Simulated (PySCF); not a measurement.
## Calculated NMR parameters of CO[Si](OC)(OC)OC

| Property | Result |
| --- | --- |
| Formula | C4H12O4Si |
| SMILES | CO[Si](OC)(OC)OC |
| Degrees of unsaturation | 0 |
| Carbon signals | 1 |
| Proton signals | 1 |

Bonds (- single, = double, # triple, : aromatic): C1-O2, O2-Si3, Si3-O4, O4-C5, Si3-O6, O6-C7, Si3-O8, O8-C9. C1 carries H10, H11, H12; C5 carries H13, H14, H15; C7 carries H16, H17, H18; C9 carries H19, H20, H21.

PySCF 2.14 calculation with GFN2-xTB geometry and GIAO PBE0/pcSseg-1 shieldings; a single conformation, non-relativistic, fast rotation and ring inversion assumed for equivalent nuclei, in vacuum.

δ = σ(ref) − σ, references computed at the same level: TMS for ¹H, ¹³C, ²⁹Si; ¹⁷O against H2O.

| carbon | δC, type | δH (multiplicity) | HMBC from (2–3 bonds) | span of the C tensor (ppm) |
| --- | --- | --- | --- | --- |
| C1/C5/C7/C9 | 53.8, CH3 | 3.79 (s) | – | 79 |

Other nuclei:
```json
{"atoms": "Si3", "nucleus": "²⁹Si", "environment": "silicon bonded to 4 O", "δ (ppm)": "-89.0", "σ (ppm)": "438.1"}
{"atoms": "O2/O4/O6/O8", "nucleus": "¹⁷O", "environment": "oxygen bonded to C, Si", "δ (ppm)": "17.0", "σ (ppm)": "319.1"}
```

1. Carbon types of the structure: 4 × CH3, which accounts for all hydrogens.
2. δC 53.8: methyl carbon bonded to O; pulled downfield by the heteroatom.
3. δH 3.79: hydrogen on a methyl carbon bonded to O; its carbon carries O, which withdraws density.

Shifts are as computed. Against solution values, carbons near 30 ppm lie about +3 ppm off and those near 130 ppm about +5 ppm. Of 1211 compounds with measured shifts, 218 miss one by over three times the rms of a fit or turn the order of signals round; such compounds aren't used in these exercises. Experimental scales use liquid or dissolved standards, which lie at an offset from isolated H2O (liquid H2O: subtract about 36 ppm).
